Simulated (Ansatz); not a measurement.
C$_{2}$H$_{3}$IS, SMILES `C=C(S)I`, relaxed with RKS PBE-D4/def2-SVP in the Gaussian-basis code of Ansatz from a rough embedded geometry. The force threshold is 0.03 eV/Å; the program also tests the step.

Charge 0, multiplicity 1. I: def2 effective core potential.

Start:

```xyz
7

C     0.738   -0.224   -0.415
C    -0.172   -0.131    0.519
S    -1.598    0.759    0.238
I    -0.010   -0.926    2.326
H     0.718    0.188   -1.383
H     1.699   -0.848   -0.218
H    -1.374    1.181   -1.067
```

(1) By how much does the energy fall, and how many steps does the optimiser take? (Estimate.)

(2) Which bonds change most? (An estimate is asked.)

(3) Give the relaxed structure. (Best estimate.)

Answers

(1) Ansatz gave: 50.28 kJ/mol, in 5 steps.

(2) The calculation gave: C2–I4 from 1.981 to 2.131 Å; C1–H6 from 1.162 to 1.098 Å; C2–S3 from 1.704 to 1.764 Å; C1–H5 from 1.052 to 1.102 Å.

(3) The calculation gave: 
```xyz
7

C     0.831   -0.270   -0.442
C    -0.161   -0.095    0.450
S    -1.671    0.798    0.264
I    -0.044   -0.951    2.398
H     0.760    0.177   -1.447
H     1.728   -0.856   -0.198
H    -1.445    1.198   -1.024
```
